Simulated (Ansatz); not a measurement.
A single point on CH$_{5}$FO$_{2}$SSi (`CS[Si](O)(O)F`).

```yaml
crystal:
  periodic: [false, false, false]
  atoms:
    - {symbol: C, position_ang: [-0.956362, -0.173530, 1.744709]}
    - {symbol: S, position_ang: [0.774513, -0.379553, 1.220227]}
    - {symbol: Si, position_ang: [0.572045, 0.111759, -0.807563]}
    - {symbol: O, position_ang: [2.028376, 0.183386, -1.525361]}
    - {symbol: O, position_ang: [-0.354255, -0.985529, -1.562056]}
    - {symbol: F, position_ang: [-0.139533, 1.537318, -0.939738]}
    - {symbol: H, position_ang: [-0.980950, -0.383238, 2.813144]}
    - {symbol: H, position_ang: [-1.601186, -0.880718, 1.225689]}
    - {symbol: H, position_ang: [-1.295968, 0.846246, 1.571767]}
    - {symbol: H, position_ang: [2.631629, 0.875978, -1.251260]}
    - {symbol: H, position_ang: [-0.612908, -0.809119, -2.468758]}
basis:
  gaussian: {orbitals: def2-QZVPP}
correlation: {method: mp2}
```

```sh
$ ansatz run in.yaml --threads 4 --pin off --events-out ev --progress --plain --max-ram 10444MiB
```

Shortened log:

```
Functional definition: HF
3133 factors; integrals over basis functions are off by at most 9.1e-4 eV
mean field evaluation 1: about -26575.1855 eV, gradient 5.5e1 eV
mean field evaluation 2: about -26575.3653 eV, gradient 5.5e1 eV
mean field evaluation 4: about -26580.5623 eV, gradient 3.6e0 eV
mean field evaluation 8: about -26580.6208 eV, gradient 3.0e-1 eV
mean field -26580.62117079 eV, -976.8198110344 hartree, gradient 2.9e-6 eV, S^2 0.000000; 0 other end points of the search recorded, 0 dependent functions left out
14 core orbitals not correlated: weight in the atoms' cores, before any rotation towards them, 1.000 or more for the frozen orbitals, at most 0.000 for the correlated occupied ones
reference -26580.62117079 eV, -976.8198110344 hartree; 19, 19 occupied and 485, 485 virtual orbitals, 3133 factors
second order -35.22180672 eV of doubles, -0.00000000 eV of singles
Total energy: -26615.84297750 eV, -978.1141885570 hartree
```

Run time 32 s (4 threads of an Arm Neoverse V2 on a shared host); peak host memory 3.5 GiB.
